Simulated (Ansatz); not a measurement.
Two isomers of ClGeH6NSi: A = `[NH2][GeH2][SiH2]Cl`, B = `Cl[SiH2][NH][GeH3]`.

Gas-phase electronic energies from Ansatz, PBE0-D4/def2-TZVP geometries. CCSD(T)/CBS is the MP2 limit (def2-TZVPP, def2-QZVPP) plus CCSD(T) − MP2 in def2-TZVPP, frozen cores. DFT in def2-TZVPP. B3LYP here is the variant with VWN-RPA as its local correlation; programs differ in this. For Ge outer-core shells are correlated without core-valence functions, which leaves a few kJ/mol of doubt a bond. Scalar relativity is left out up to krypton. Each species was taken in one conformer, which may not be the lowest.

Problem. Which is lower in electronic energy at CCSD(T)/CBS, and by how much? (Estimate.)

Solution. The calculation gave: B, by 68.4 kJ/mol.

Problem. Give E(B) − E(A) in kJ/mol with PBE-D4, MP2/def2-TZVPP, HF/def2-TZVPP, ωB97M-V, r2SCAN-D4, B3LYP-D4, PBE0-D4. (An estimate is asked.)

Solution. The calculation gave: PBE-D4 -51.0, MP2/def2-TZVPP -74.9, HF/def2-TZVPP -81.0, ωB97M-V -69.9, r2SCAN-D4 -63.4, B3LYP-D4 -65.3, PBE0-D4 -57.1. None reverses the order clearly.

Largest T1 diagnostic: 0.011.

From PBE to PBE0 (25 % exact exchange), in def2-TZVPP and without D4, E(B) − E(A) moves by −6.4 kJ/mol. In def2-TZVPP, CCSD(T) changes the Hartree–Fock value by +11.4 kJ/mol (the triples alone add +1.0 kJ/mol) and MP2 by +6.1 kJ/mol.
